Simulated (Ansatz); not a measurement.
HAl, singlet, geometry from GFN2-xTB (such geometries of metal compounds can be far from the true shape); CAM-B3LYP/def2-QZVPPD in Ansatz (an electronic-structure program).

The Ansatz input:
Ansatz 0.2 input:
```yaml
crystal:
  periodic: [false, false, false]
  atoms:
    - {symbol: Al, position_ang: [-0.00000000, -0.00000000, -0.11521961]}
    - {symbol: H, position_ang: [0.00000000, 0.00000000, 1.49785488]}
basis:
  gaussian:
    orbitals: def2-QZVPPD.json
hamiltonian:
  xc: cam_b3lyp
```
The basis file holds def2-QZVPPD in the JSON format of the Basis Set Exchange.

The log (banner, timings and long lists left out):

```
Functional definition: CAM-B3LYP
435 factors; their error is unknown
143 factors; integrals over basis functions are off by at most 9.5e-5 eV
mean field evaluation 1: about -6611.6427 eV, gradient 9.6e0 eV
mean field evaluation 2: about -6612.0474 eV, gradient 2.7e0 eV
mean field evaluation 4: about -6612.0747 eV, gradient 4.3e-1 eV
mean field evaluation 8: about -6612.0962 eV, gradient 1.3e-1 eV
mean field evaluation 16: about -6612.0962 eV, gradient 4.5e-6 eV
mean field -6612.09622095 eV, -242.9900542802 hartree, gradient 4.5e-6 eV, S^2 0.000000; 0 other end points of the search recorded, 0 dependent functions left out
reference -6612.09631208 eV, -242.9900576290 hartree; 7, 7 occupied and 102, 102 virtual orbitals, 435 factors
Total energy: -6612.09631208 eV, -242.9900576290 hartree
```
